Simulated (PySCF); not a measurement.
C₂F₃O, SMILES O=[C]C(F)(F)F, multiplicity 2. Atoms are numbered in the order given.

```xyz
6

O     -0.0028     2.0741     0.0000
C      0.6242     1.0791     0.0000
C      0.0198    -0.3529     0.0000
F     -1.3131    -0.3373     0.0000
F      0.4431    -0.9953     1.0864
F      0.4431    -0.9953    -1.0864
```
Charge 0, spin multiplicity 2.

Geometry: r2SCAN-D4/def2-SVP. The isomer is the one that the SMILES or the coordinates give; other isomers of the formula were not compared.

Computed with PBE/pcH-1 (PySCF).

Unrestricted Kohn–Sham, ⟨S²⟩ = 0.752. Hyperfine tensors hold the contact and dipolar terms, without spin-orbit corrections.

Problem. Estimate the hyperfine couplings. (An estimate is asked for; the answer gives what the named calculation found.)

Solution. 
```csv
nucleus,A(iso) (MHz),A(iso) (G),dipolar principal values (MHz)
17O no. 1,-22.5,-8.0,"-110.2, 50.9, 59.3"
13C no. 2,399.7,142.6,"-44.2, -42.0, 86.1"
13C no. 3,240.1,85.7,"-18.6, -18.0, 36.6"
19F no. 4,99.9,35.7,"-74.3, -73.5, 147.8"
19F no. 5,-1.2,-0.4,"-13.4, -12.3, 25.8"
19F no. 6,-1.2,-0.4,"-13.4, -12.3, 25.8"
```

Problem. And the g tensor (effective nuclear charges for spin-orbit coupling, GIAO)? (Estimate from the structure and the level; the computed values follow.)

Solution. principal values 1.9957, 2.0024, 2.0054; isotropic 2.0012.
